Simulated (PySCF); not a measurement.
# Working out the excitation energy of B

B [He] 2s2 2p1 (2P) → B [He] 2s1 2p2 (4P). Calculation: PySCF 2.14, in dyall-av2z (11s7p2d, 42 functions); the non-relativistic Hamiltonian (point nucleus). Frozen: 1s2; the 8 highest virtual orbitals dropped. Energies in hartree (1 hartree = 27.21139 eV):

```tsv
part	B (lower)	B (upper)
UHF	-24.532212	-24.451847
CCSD correlation	-0.062726	-0.014359
(T)	-0.001045	-0.000065
```

Problem. What does Hartree-Fock give?

Solution. (-24.451847) − (-24.532212) = 0.080365 hartree = 2.187 eV.

Problem. What do CCSD and CCSD(T) give?

Solution. The CCSD correlation energies differ by 0.048367 hartree = 1.316 eV and the triples by 0.000980 hartree = 0.027 eV, so CCSD gives 3.503 eV and CCSD(T) 3.530 eV.

A double-zeta basis recovers only part of the correlation energy.
